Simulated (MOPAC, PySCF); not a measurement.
Stepwise substitution at one centre (Al H-CH3). Gas-phase values, no solvent. Strings in code marks are SMILES.

Quantity: vertical ionisation energy (energy after one electron is removed minus that of the parent at the parent's geometry), in eV.

Level 1: B3LYP/6-31G* // M06-2X/def2-TZVP (PySCF)
Level 2: minus the HOMO energy of PBE-D3(BJ)/def2-TZVP // M06-2X/def2-TZVP (PySCF)
Level 3: minus the HOMO energy of PM7 // M06-2X/def2-TZVP (MOPAC)
Level 4: HF/6-31G* // M06-2X/def2-TZVP (PySCF)

```
species        level 2  level 3  level 4
-------------  -------  -------  -------
`[CH3][AlH2]`     6.81    11.20     9.64
`[AlH3]`          7.31    12.12    10.77
```

What does level 1 give for each?


- `[CH3][AlH2]`: 10.31
- `[AlH3]`: 11.25
